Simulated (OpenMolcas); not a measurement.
# Ionisation energies of tantalum

```yaml
Program: OpenMolcas
Basis: ANO-R3 [9s7p6d4f3g2h]
Scalar_Hamiltonian: X2C, finite nucleus
Spin-orbit_coupling: state interaction with AMFI integrals over the reference wave functions, term energies averaged over their components
```

Active shells in each charge state: the valence d shell, with orbitals averaged over the low states. Where CASPT2's correlated closed shells are named, they are those of the first ion.

A. CASSCF
B. SS-CASPT2, IPEA 0.25 Eh, imaginary shift 0.1 Eh (closed shells correlated: 5s 5p)
C. SS-CASPT2, IPEA 0.25 Eh, imaginary shift 0.1 Eh (closed shells correlated: 4f 5s 5p)
D. SS-CASPT2, IPEA 0.25 Eh, imaginary shift 0.1 Eh (closed shells correlated: none)
E. SS-CASPT2, IPEA 0 Eh, imaginary shift 0.1 Eh (closed shells correlated: 5s 5p)

Energies in eV between the lowest computed levels, named as in B; reference values from the NIST Atomic Spectra Database with their kind.

```csv
From,To,A,B,C,D,E,Spin-orbit share in B,Reference
Ta2+ 5d³ ⁴F_3/2,Ta3+ 5d² ³F₂,22.907,23.645,23.987,23.166,23.720,-0.243,23.100 (theoretical)
Ta3+ 5d² ³F₂,Ta4+ 5d ²D_3/2,35.057,35.817,36.251,35.225,35.882,+0.251,35.000 (theoretical)
Ta4+ 5d ²D_3/2,Ta5+ 5p⁶ ¹S₀,47.196,47.890,48.418,47.196,47.942,+0.507,48.272 (semi-empirical)
```

The lowest level within the active space need not be the ion's true ground level.
